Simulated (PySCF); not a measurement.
## Radial density of Ne³⁺ (neon, charge +3)

UHF, [He] 2s2 2p3, high-spin 4S determinant. Computed with PySCF 2.14 in pcseg-2 (4s3p2d1f, 30 functions), with no relativity, point nucleus.

```
r (bohr)  4πr²ρ (e/bohr)  4πr²(ρα − ρβ)
 0.00307         0.07004         0.0001
 0.00517          0.1908         0.0002
 0.00869          0.5013         0.0007
  0.0146           1.262         0.0017
  0.0246           2.921         0.0048
  0.0414           5.925         0.0150
  0.0696           9.585         0.0599
   0.117           10.78         0.2594
   0.197           7.174         0.9718
   0.331           4.628         2.6030
   0.557           6.337         3.8360
   0.937           4.069         2.1982
    1.58          0.5798         0.3177
    2.65        0.004085         0.0014
```
